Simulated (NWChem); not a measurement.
System: C$_{2}$H$_{5}$ClSi; SMILES C(=C/[SiH3])/Cl

Task: Give the equilibrium geometry at PBE0/def2-SVP (NWChem) as a list of bonds and angles, with the point group.

Result: point group Cs; any orientation.
Bonds (Å): Si1–C2 1.878, Si1–H5 1.494, Si1–H6 1.494, Si1–H7 1.494, C2–C3 1.335, C2–H8 1.096, C3–Cl4 1.730, C3–H9 1.094. Angles (°): C2–Si1–H5 110.9, C2–Si1–H6 110.9, C2–Si1–H7 108.2, H5–Si1–H6 108.9, H5–Si1–H7 108.9, H6–Si1–H7 108.9, Si1–C2–C3 124.7, Si1–C2–H8 119.8, C3–C2–H8 115.5, C2–C3–Cl4 123.1, C2–C3–H9 124.5, Cl4–C3–H9 112.4.
